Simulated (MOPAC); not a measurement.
MOPAC input (PM7):

```
PM7 FORCE THERMO(298,298) PRECISE LET UHF MS=0.5 GEO-OK AUX(PRECISION=9) THREADS=1
CH2BCl2S

C    -2.43166267 1   -0.17269046 1    0.37395403 1
S    -1.00779385 1   -0.95759347 1    0.64113787 1
B     0.34564360 1    0.02522104 1   -0.05352477 1
Cl    0.10763652 1    1.53883041 1   -0.85670315 1
Cl    1.95394483 1   -0.58403219 1    0.09610503 1
H    -2.57419337 1    0.76849289 1   -0.12610099 1
H    -3.35557100 1   -0.60968124 1    0.71980934 1
```

Output:

```
 *******************************************************************************
 **                                                                           **
 **                              MOPAC v23.2.5                                **
 **                                                                           **
 *******************************************************************************
 ** MOPAC's Digital Object Identifier: https://doi.org/10.5281/zenodo.6511958 **
 **                                                                           **
 ** Please cite the open-source release paper for use of this MOPAC version:  **
 ** J. E. Moussa and J. J. P. Stewart (2026)                                  **
 ** MOPAC: An open-source semiempirical molecular orbital program             **
 ** J. Open Source Softw., 11(119), 8025, https://doi.org/10.21105/joss.08025 **
 *******************************************************************************

                              PM7 CALCULATION RESULTS

 *******************************************************************************
 *  PM7        - The PM7 Hamiltonian to be used
 *  GEO-OK     - OVERRIDE INTERATOMIC DISTANCE AND OTHER SAFETY CHECKS
 *  UHF        - UNRESTRICTED HARTREE-FOCK CALCULATION
 *  MS=        - IN MECI, MAGNETIC COMPONENT OF SPIN =  0.5
 *  LET        - OVERRIDE SOME SAFETY CHECKS
 *  PRECISE    - TIGHTER CRITERIA TO BE USED
 *  FORCE      - FORCE CALCULATION SPECIFIED
 *  AUX        - OUTPUT AUXILIARY INFORMATION
 *  THERMO     - THERMODYNAMIC QUANTITIES TO BE CALCULATED
 *******************************************************************************
PM7 FORCE THERMO(298,298) PRECISE LET UHF MS=0.5 GEO-OK AUX(PRECISION=9) THREADS=1
 CH2BCl2S

   ATOM   CHEMICAL          X               Y               Z
  NUMBER   SYMBOL      (ANGSTROMS)     (ANGSTROMS)     (ANGSTROMS)

     1       C         -2.43166267  *  -0.17269046  *   0.37395403  *
     2       S         -1.00779385  *  -0.95759347  *   0.64113787  *
     3       B          0.34564360  *   0.02522104  *  -0.05352477  *
     4      Cl          0.10763652  *   1.53883041  *  -0.85670315  *
     5      Cl          1.95394483  *  -0.58403219  *   0.09610503  *
     6       H         -2.57419337  *   0.76849289  *  -0.12610099  *
     7       H         -3.35557100  *  -0.60968124  *   0.71980934  *

          CARTESIAN COORDINATES

    NO.       ATOM           X           Y           Z

     1         C         -2.4317     -0.1727      0.3740
     2         S         -1.0078     -0.9576      0.6411
     3         B          0.3456      0.0252     -0.0535
     4        Cl          0.1076      1.5388     -0.8567
     5        Cl          1.9539     -0.5840      0.0961
     6         H         -2.5742      0.7685     -0.1261
     7         H         -3.3556     -0.6097      0.7198

 General Reference for PM7:
 "Optimization of Parameters for Semiempirical Methods VI: More Modifications to the
 NDDO Approximations and Re-optimization of Parameters", J. J. P. Stewart, J. Mol. Mod., 1:32, 19 (2013)
 https://link.springer.com/article/10.1007/s00894-012-1667-x

           Empirical Formula: C H2 S B Cl2  =     7 atoms

      MOLECULAR POINT GROUP   :   Cs
[...]
 REDUCED MASS        2.3731         B 3 -- Cl4         +18.8% ( 62.5%)     32.3%
 EFFECTIVE MASS      9.1150         C 1 -- H 6         +15.3% ( 56.4%)     15.3%
 FORCE CONSTANT      1.1376

 VIBRATION         11    4A"         ATOM PAIR     ENERGY CONTRIBUTION    RADIAL
 FREQUENCY           918.03         C 1 -- H 6         +47.5% ( 63.2%)      0.0%
 TRANSITION DIPOLE   0.9550         C 1 -- H 7         +45.3% ( 61.7%)      0.0%
 TRAVEL (Ang.)       0.2758         C 1 -- S 2          +7.2% ( 24.5%)      0.0%
 REDUCED MASS        0.9656
 EFFECTIVE MASS      2.6169
 FORCE CONSTANT      0.4795

 VIBRATION         12    8A'         ATOM PAIR     ENERGY CONTRIBUTION    RADIAL
 FREQUENCY           921.03         B 3 -- Cl4         +27.6% ( 77.6%)     97.0%
 TRANSITION DIPOLE   2.0375         B 3 -- Cl5         +24.9% ( 73.7%)     57.8%
 TRAVEL (Ang.)       0.1351         S 2 -- B 3         +24.2% ( 72.7%)     26.4%
 REDUCED MASS        4.0109         C 1 -- H 6         +10.2% ( 47.2%)      9.8%
 EFFECTIVE MASS     10.9687
 FORCE CONSTANT      2.0047

 VIBRATION         13    9A'         ATOM PAIR     ENERGY CONTRIBUTION    RADIAL
 FREQUENCY          1310.13         C 1 -- H 6         +54.3% ( 63.5%)      1.1%
 TRANSITION DIPOLE   0.5064         C 1 -- H 7         +43.5% ( 56.8%)      1.5%
 TRAVEL (Ang.)       0.3267         C 1 -- S 2          +1.9% ( 12.0%)     97.4%
 REDUCED MASS        0.4821         S 2 -- B 3          +0.1% (  2.8%)     17.7%
 EFFECTIVE MASS      1.3408
 FORCE CONSTANT      0.4875

 VIBRATION         14   10A'         ATOM PAIR     ENERGY CONTRIBUTION    RADIAL
 FREQUENCY          2670.76         C 1 -- H 6         +50.4% ( 73.3%)     97.9%
 TRANSITION DIPOLE   0.7863         C 1 -- H 7         +48.6% ( 71.9%)     97.9%
 TRAVEL (Ang.)       0.2209         C 1 -- S 2          +1.0% ( 10.3%)      0.7%
 REDUCED MASS        0.5174
 EFFECTIVE MASS      1.5285
 FORCE CONSTANT      2.1746

 VIBRATION         15   11A'         ATOM PAIR     ENERGY CONTRIBUTION    RADIAL
 FREQUENCY          2736.06         C 1 -- H 7         +50.9% ( 69.8%)     96.8%
 TRANSITION DIPOLE   1.1776         C 1 -- H 6         +48.8% ( 68.3%)     96.8%
 TRAVEL (Ang.)       0.2257         C 1 -- S 2          +0.3% (  5.8%)     99.0%
 REDUCED MASS        0.4838
 EFFECTIVE MASS      1.2086
 FORCE CONSTANT      2.1339

      SYMMETRY NUMBER FOR POINT-GROUP Cs  =  1

          SYSTEM IS A GROUND STATE

 CH2BCl2S

          MOLECULE IS NOT LINEAR

          THERE ARE 15 GENUINE VIBRATIONS IN THIS SYSTEM
          THIS THERMODYNAMICS CALCULATION IS LIMITED TO
          MOLECULES WHICH HAVE NO INTERNAL ROTATIONS

                    CALCULATED THERMODYNAMIC PROPERTIES
                                          *
   TEMP. (K)   PARTITION FUNCTION   H.O.F.    ENTHALPY  HEAT CAPACITY ENTROPY
                                   KCAL/MOL   CAL/MOLE    CAL/K/MOL  CAL/K/MOL

 298.00  VIB.     0.2702D+02                  2402.7548    14.9362    14.6136
         ROT.     0.3268D+06                   888.2803     2.9808    28.2126
         INT.     0.8829D+07                  3291.0351    17.9170    42.8261
         TRA.     0.1397D+28                  1480.4672     4.9680    40.4470
         TOT.                      -47.516    4771.5023    22.8850    83.2732

   *: NOTE: HEATS OF FORMATION ARE RELATIVE TO THE
            ELEMENTS IN THEIR STANDARD STATE AT 298K
              (=  Standard Enthalpy of Formation).

            Hvib:  Zero-point energy is not included.
                   frequencies of less than zero cm-1 are not included.
            Hrot = (3/2)RT
            Htra = (3/2)RT + pV = (5/2)RT

            Heat capacity is Cp, not Cv

          For more information, see: HTTP://OpenMOPAC.net/Manual/thermochemistry.html

           FORCE CONSTANT IN CARTESIAN COORDINATES (Millidynes/A)

    ATOM   CHEMICAL       X               Y               Z
   NUMBER   SYMBOL  FORCE CONSTANT  FORCE CONSTANT  FORCE CONSTANT

      1       C        5.036235        5.846799        1.436335
      2       S        3.759074        3.405985        0.261063
      3       B        4.460180        4.251782        0.775645
      4      Cl        1.619095        2.457691        0.093223
      5      Cl        3.636449        0.437752        0.095983
      6       H        1.984901        2.786458        0.205321
      7       H        1.563317        3.166561        0.202558

 **********************
 *                    *
 * JOB ENDED NORMALLY *
 *                    *
 **********************

 == MOPAC DONE ==
```
